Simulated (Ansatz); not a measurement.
Born–Oppenheimer molecular dynamics of H$_{4}$O$_{2}$Sn (7 atoms, charge 0, multiplicity 1). It starts at the highest image of a converged band. Of that band: The profile has 2 maxima (images 3, 7) with wells between them (image 6): this band takes more than one step, which may be the mechanism or a detour left from its start path. Neighbouring images differ by up to 1.9 eV, so the band resolves the path poorly. A vibrational analysis at the climbing image gives one clearly imaginary mode, 1019i cm⁻¹: a first-order saddle point.

All numbers below come from RKS LDA/def2-SVP (Ansatz).

| Item | Value |
| --- | --- |
| ensemble | NVE (velocity Verlet) |
| time step | 0.5 fs |
| steps asked | 200 |
| starting velocities drawn for | 300 K |
| seed | 9042 |

First frame:

```xyz
7
Properties=species:S:1:pos:R:3
Sn 0.187 0.067 -0.265
O 0.847 0.267 1.753
H 0.525 -0.484 2.298
H 1.725 -0.308 0.503
H -0.768 1.459 -0.639
O -1.245 -1.314 -0.225
H -0.863 -2.213 -0.228
```

Question: How far do the bonds stretch over the last three quarters of this one trajectory? (Pairs bonded in most of those frames.)

Answer: 
```csv
bond,mean (Å),spread (Å),shortest,longest
Sn1–O2,2.064,0.126,1.83,2.21
Sn1–H4,1.769,0.077,1.64,1.95
Sn1–H5,1.738,0.048,1.64,1.82
Sn1–O6,1.982,0.040,1.93,2.05
O2–H3,0.982,0.014,0.96,1.01
O6–H7,0.977,0.006,0.97,0.99
```

Mean temperature of the second half: 1345 K. The conserved energy stayed within 0.13 meV per atom of its start (net change 0.011 meV per atom), so the integration is sound. The kinetic energy rose, since the run started high on the potential surface and went downhill. A run of 0.1 ps of so small a system gives no equilibrium averages. The orbitals stay closed-shell, which can raise the energy where a bond breaks towards radicals; this wasn't checked here.

Time of the run: 4.2 min on 1 thread of Arm Neoverse V1, with other jobs on the host, peak memory 0.14 GiB.
